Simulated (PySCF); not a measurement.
# Zn (zinc, neutral): UHF calculation

Configuration: [Ar] 3d10 4s2, closed-shell 1S. Calculation: PySCF 2.14, in 6-31G* (5s4p2d1f, 34 functions); the non-relativistic Hamiltonian (point nucleus).

| Property | Result |
| --- | --- |
| Total energy | -1777.481098 hartree |
| One-electron energy | -2484.6097 hartree |
| Hartree (Coulomb) energy | 776.8408 hartree |
| Exchange energy | -69.7122 hartree |
| Kinetic energy | 1777.34907 hartree |
| ⟨S²⟩ | 0.0000 |
| ⟨L²⟩ | 0.000 |
| Sum of ⟨r⟩ | 21.92 bohr |
| Sum of ⟨r²⟩ | 34.95 bohr² |
| Density at the nucleus (Gaussians lack the cusp) | 17400 bohr⁻³ |
| Langevin diamagnetic susceptibility | -27.7 ×10⁻⁶ cm³/mol |
| Time after the integrals | 0.08 s of wall time on 1 thread of Neoverse-V1 (shared host) |

| shell | electrons | mean orbital energy (eV) | rms radius, mean of both spins (bohr) |
| --- | --- | --- | --- |
| 1s | 2 | -9612.5 | 0.0591 |
| 2s | 2 | -1206.2 | 0.248 |
| 2p | 6 | -1058.4 | 0.221 |
| 3s | 2 | -152.30 | 0.742 |
| 3p | 6 | -103.43 | 0.783 |
| 3d | 10 | -19.743 | 0.963 |
| 4s | 2 | -7.692 | 3.20 |
